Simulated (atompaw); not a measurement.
# zinc (Zn) PAW (atompaw): all-electron and pseudo phase curves

atompaw 4.2.0.5 input, output lines left out:

```
Zn 30
GGA-PBESOL scalarrelativistic loggrid 1500 logderivrange -12 5 426
4 4 3 0 0 0
4 0 1.75
4 1 0.25
0 0 0
c
c
v
v
c
v
v
v
2
1.50 1.45 1.15 1.50
n
n
y
2.45
n
modrrkj vanderbiltortho sinc
3 -0.5 troulliermartins
1.25
1.50
1.10
1.50
1.50
1.50
```

The phase is arctan(r·u′/u) with u = r·R(r), unwrapped; energies in Ry, scanned from -12 to 5 Ry. A pole is an energy at which the radial function vanishes at the test radius. The pseudo phase is shifted by a multiple of π to meet the all-electron one at the reference energy, and phase errors are pseudo minus all-electron; the curves can meet again beyond the range given. Levels narrower than the energy grid can be missing from the lists of poles.

| channel | radius (bohr) | reference energy (Ry) | poles, all-electron | poles, pseudo | unbroken range about the reference energy with phases within 0.05 rad | phase error 1 Ry above the reference energy (rad) |
| --- | --- | --- | --- | --- | --- | --- |
| s | 1.50 | -0.47 | -9.29 | -9.29 | the whole range | -0.001 |
| p | 1.50 | -0.10 | -5.79 | -5.80 | below 2.6 | -0.001 |
| d | 1.50 | -0.79 | 0.01 | -0.22 | -0.8 to -0.7 | -0.082 |

Phases in the p channel:

```tsv
E (Ry)	all-electron	pseudo
-12.00	1.358	1.356
-11.52	1.351	1.350
-11.04	1.344	1.343
-10.56	1.336	1.334
-10.08	1.326	1.325
-9.60	1.315	1.313
-9.12	1.300	1.298
-8.64	1.281	1.279
-8.16	1.254	1.252
-7.68	1.210	1.208
-7.20	1.119	1.116
-6.72	0.776	0.772
-6.24	-1.136	-1.136
-5.76	-1.584	-1.585
-5.28	-1.690	-1.691
-4.80	-1.742	-1.743
-4.32	-1.776	-1.777
-3.84	-1.803	-1.804
-3.36	-1.828	-1.829
-2.88	-1.852	-1.853
-2.40	-1.876	-1.877
-1.92	-1.903	-1.903
-1.44	-1.933	-1.933
-0.96	-1.967	-1.967
-0.48	-2.007	-2.007
0.00	-2.057	-2.057
0.48	-2.119	-2.120
0.96	-2.200	-2.202
1.44	-2.309	-2.314
1.92	-2.459	-2.473
2.40	-2.668	-2.701
2.88	-2.952	-3.019
3.36	-3.290	-3.398
3.84	-3.619	-3.751
4.32	-3.883	-4.018
4.80	-4.075	-4.205
```
